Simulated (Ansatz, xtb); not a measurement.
# Ranking isomers of C5H5NOS

3 gas-phase structures of C5H5NOS, from a drawn sample of its isomers (lower ones may exist). Each was relaxed with GFN2-xTB; where two conformers were screened, the lower at r2SCAN-D4/def2-SVP is listed:

A. `Cc1cnc(C=O)s1`, a singlet
B. `Cc1nc(C=O)cs1`, a singlet
C. `Cc1csc(C=O)n1`, a singlet

Problem. Make a reasoned guess at their ranking by r2SCAN-D4/def2-SVP single-point energy.

Solution. Calculated order at r2SCAN-D4/def2-SVP: B (0.0), C (0.7), A (2.8) kJ/mol. Less than 1 kcal/mol parts B and C; C and A, so the order within those pairs means little.

Energies above the lowest of each column, in kJ/mol; the last columns are at PBE0-D3(BJ)/def2-SVP geometries:

```json
{"structure": "B", "GFN2-xTB": "0.0", "HF/STO-3G": "0.0", "r2SCAN-D4/def2-SVP": "0.0", "PBE0-D3(BJ)/def2-SVP": "0.0", "CCSD(T)/def2-SVP + ΔMP2/def2-TZVPP": "0.0"}
{"structure": "C", "GFN2-xTB": "7.5", "HF/STO-3G": "8.1", "r2SCAN-D4/def2-SVP": "0.7", "PBE0-D3(BJ)/def2-SVP": "3.5", "CCSD(T)/def2-SVP + ΔMP2/def2-TZVPP": "1.8"}
{"structure": "A", "GFN2-xTB": "8.8", "HF/STO-3G": "9.7", "r2SCAN-D4/def2-SVP": "2.8", "PBE0-D3(BJ)/def2-SVP": "5.3", "CCSD(T)/def2-SVP + ΔMP2/def2-TZVPP": "6.9"}
```

Every level run on B puts it lowest or level with the lowest. Some further structures that were screened fall inside this span and aren't listed. Flexible structures stand in one conformer each, not always the lowest. ΔMP2 is the change of the MP2 energy from the smaller to the larger basis.

Programs: Ansatz 0.2.0, xtb 6.7.1.
